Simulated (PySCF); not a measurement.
Compound: C8H9N.
Numbering: `[CH2:1]=[CH:2][CH2:3][c:4]1[cH:5][cH:6][n:7][cH:8][cH:9]1` (hydrogens: H10, H11 on C1; H12 on C2; H13, H14 on C3; H15 on C5; H16 on C6; H17 on C8; H18 on C9)

Cartesian coordinates in Å at the GFN2-xTB level; atoms count from 1:
```xyz
18
C8H9N angstrom
C      2.9145    0.7001    0.1293
C      1.9657   -0.2157    0.1418
C      1.0793   -0.5324   -1.0280
C     -0.3513   -0.2603   -0.6538
C     -0.8861    1.0184   -0.7649
C     -2.1973    1.2316   -0.3730
N     -2.9788    0.2802    0.1093
C     -2.4715   -0.9353    0.2184
C     -1.1736   -1.2584   -0.1442
H      3.1290    1.2833   -0.7513
H      3.5249    0.9014    0.9929
H      1.7651   -0.7884    1.0379
H      1.3668    0.0810   -1.8836
H      1.1939   -1.5869   -1.2928
H     -0.2884    1.8309   -1.1501
H     -2.6480    2.2130   -0.4467
H     -3.1414   -1.6861    0.6178
H     -0.8113   -2.2702   -0.0355
```

Vertical excitations from PySCF (density fitting, frozen core in the response, grid level 2 and gas phase unless stated; continuum runs use non-equilibrium linear response for the excitations) on a GFN2-xTB geometry. Reference run:

```json
{"settings": "PBE0/def2-SVPD, full TDDFT, 6 singlets", "S1, eV (f)": "4.87 (0.006)", "S2, eV (f)": "5.11 (0.000)", "S3, eV (f)": "5.59 (0.022)", "S4, eV (f)": "5.98 (0.077)", "S5, eV (f)": "6.35 (0.011)", "S6, eV (f)": "6.45 (0.053)", "T1, eV (Tamm–Dancoff)": "4.19", "mean α (au)": "97.8"}
```

**Question.** What do these settings give: PBE0/def2-SVPD, TDA, 1 singlet?

**Answer.** 
| settings | S1, eV (f) | S2, eV (f) | S3, eV (f) | S4, eV (f) | S5, eV (f) | S6, eV (f) | T1, eV (Tamm–Dancoff) | mean α (au) |
| --- | --- | --- | --- | --- | --- | --- | --- | --- |
| PBE0/def2-SVPD, TDA, 1 singlet | 4.92 (0.008) | – | – | – | – | – | 4.19 | 97.8 |

S1 moves by +0.05 eV; the lowest Tamm–Dancoff root can't lie below the lowest full-response root of a stable reference. States are counted by energy in each run and needn't keep their character from row to row.

**Question.** Give the leading configurations of S1 (H = HOMO, L = LUMO) and the HOMO–LUMO gap of each run.

**Answer.** 
```
                              settings  S1 configurations (weight)  S1 (eV)  orbital gap (eV)  S1 − gap (eV)
PBE0/def2-SVPD, full TDDFT, 6 singlets                    H→L 0.93     4.87              6.45          -1.58
        PBE0/def2-SVPD, TDA, 1 singlet                    H→L 0.94     4.92              6.45          -1.53
```

One conformer stands for the species.
